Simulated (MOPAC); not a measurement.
A run for MOPAC: PM3 on NaF-, 2S+1 = 2, a spin state set in the input, which need not be the lowest, a point of a bond scan (R = 2.120 Å). Charge -1.

```
PM3 1SCF PRECISE CHARGE=-1 UHF MS=0.5 THREADS=1
FNa

F      0.00000000 1     0.00000000 1     0.00000000 1
Na     0.00000000 1     0.00000000 1     2.12042600 1
```

It printed:

```
*******************************************************************************
 **                                                                           **
 **                              MOPAC v23.2.5                                **
 **                                                                           **
 *******************************************************************************
 ** MOPAC's Digital Object Identifier: https://doi.org/10.5281/zenodo.6511958 **
 **                                                                           **
 ** Please cite the open-source release paper for use of this MOPAC version:  **
 ** J. E. Moussa and J. J. P. Stewart (2026)                                  **
 ** MOPAC: An open-source semiempirical molecular orbital program             **
 ** J. Open Source Softw., 11(119), 8025, https://doi.org/10.21105/joss.08025 **
 *******************************************************************************

                              PM3 CALCULATION RESULTS

 *******************************************************************************
 *  PM3        - The PM3 Hamiltonian to be used
 *  UHF        - UNRESTRICTED HARTREE-FOCK CALCULATION
 *
 *
 *
 *                 CHARGE ON SYSTEM = -1
 *
 *
 *
 *  MS=        - IN MECI, MAGNETIC COMPONENT OF SPIN =  0.5
 *  PRECISE    - TIGHTER CRITERIA TO BE USED
 *  1SCF       - DO 1 SCF AND THEN STOP
 *  THREADS=1  - MULTI-THREADING NOT USED
 *  T=         - A TIME OF 172800.0 SECONDS REQUESTED
 *  DUMP=N     - RESTART FILE WRITTEN EVERY 7200.0 SECONDS REQUESTED
 *******************************************************************************
PM3 1SCF PRECISE CHARGE=-1 UHF MS=0.5 THREADS=1
 FNa

   ATOM   CHEMICAL          X               Y               Z
  NUMBER   SYMBOL      (ANGSTROMS)     (ANGSTROMS)     (ANGSTROMS)

     1       F          0.00000000  *   0.00000000  *   0.00000000  *
     2      Na          0.00000000  *   0.00000000  *   2.12042600  *



          CARTESIAN COORDINATES

    NO.       ATOM           X           Y           Z

     1         F          0.0000      0.0000      0.0000
     2        Na          0.0000      0.0000      2.1204

  F: (PM3): J. J. P. STEWART, J. COMP. CHEM. 10, 209 (1989).
 Na: (PM3): J. J. P. STEWART, J. MOL. MOD., 10, 155-164 (2004)

           Empirical Formula: F Na  =     2 atoms



      MOLECULAR POINT GROUP   :   C*v


          UHF CALCULATION, NO. OF ALPHA ELECTRONS =    5
                           NO. OF BETA  ELECTRONS =    4

 -------------------------------------------------------------------------------
 PM3 1SCF PRECISE CHARGE=-1 UHF MS=0.5 THREADS=1
 FNa



     1SCF WAS SPECIFIED, SO BFGS WAS NOT USED
     SCF FIELD WAS ACHIEVED


                              PM3 CALCULATION
                                                       MOPAC v23.2.5 Linux




          FINAL HEAT OF FORMATION =        -62.81206 KCAL/MOL =    -262.80566 KJ/MOL


          COSMO AREA              =         96.74 SQUARE ANGSTROMS
          COSMO VOLUME            =         87.23 CUBIC ANGSTROMS

          IONIZATION POTENTIAL    =          0.678552 EV
          ALPHA SOMO LUMO (EV)    =         -0.679  0.613
          BETA  SOMO LUMO (EV)    =         -9.013  0.703
          NO. OF ALPHA ELECTRONS  =          5
          NO. OF BETA  ELECTRONS  =          4
          MOLECULAR WEIGHT        =         41.9882         POINT GROUP:  C*v

          MOLECULAR DIMENSIONS (Angstroms)

            Atom       Atom       Distance
           Na     2    F     1     2.12043
           Na     2    F     1     0.00000
            F     1   Na     2     0.00000


          SCF CALCULATIONS        =          1





   ATOM   CHEMICAL          X               Y               Z
  NUMBER   SYMBOL      (ANGSTROMS)     (ANGSTROMS)     (ANGSTROMS)

     1       F          0.00000000  *   0.00000000  *   0.00000000  *
     2      Na          0.00000000  *   0.00000000  *   2.12042600  *

                             CARTESIAN COORDINATES

   1    F        0.000000000     0.000000000     0.000000000
   2   Na        0.000000000     0.000000000     2.120426000


           Empirical Formula: F Na  =     2 atoms



      MOLECULAR POINT GROUP   :   C*v


          ALPHA EIGENVALUES
 -12.36838  -9.49631  -9.19788  -9.01140  -0.67855   0.61301   3.29007  12.61356


           BETA EIGENVALUES
 -12.33260  -9.20037  -9.02057  -9.01294   0.70347   0.88530   3.37642  12.99104


              NET ATOMIC CHARGES AND DIPOLE CONTRIBUTIONS

  ATOM NO.   TYPE          CHARGE      No. of ELECS.   s-Pop       p-Pop
    1          F          -0.334443        7.3344     1.66198     5.67247
    2         Na          -0.665557        1.6656     0.00407     1.66148
 DIPOLE           X         Y         Z       TOTAL
 POINT-CHG.     0.000     0.000    -1.202     1.202
 HYBRID         0.000     0.000     0.404     0.404
 SUM            0.000     0.000    -0.798     0.798


          ATOMIC ORBITAL ELECTRON POPULATIONS

     Atom    s        px        py        pz
    1  F   1.66198   1.93942   1.86727   1.86577
    2 Na   0.00407   1.06058   0.13273   0.46818


                    (SZ)    =    0.500000
                    (S**2)  =    0.750051


          ATOMIC ORBITAL SPIN POPULATIONS

    Atom   Total    s     px     py     pz
         Atomic
    1  F  0.0548 -0.001  0.061 -0.003 -0.002
    2 Na  0.9452  0.000  0.939  0.003  0.003

 **********************
 *                    *
 * JOB ENDED NORMALLY *
 *                    *
 **********************




 == MOPAC DONE ==
```

The run finished.

Cost: around 0.010 core-seconds (rough).
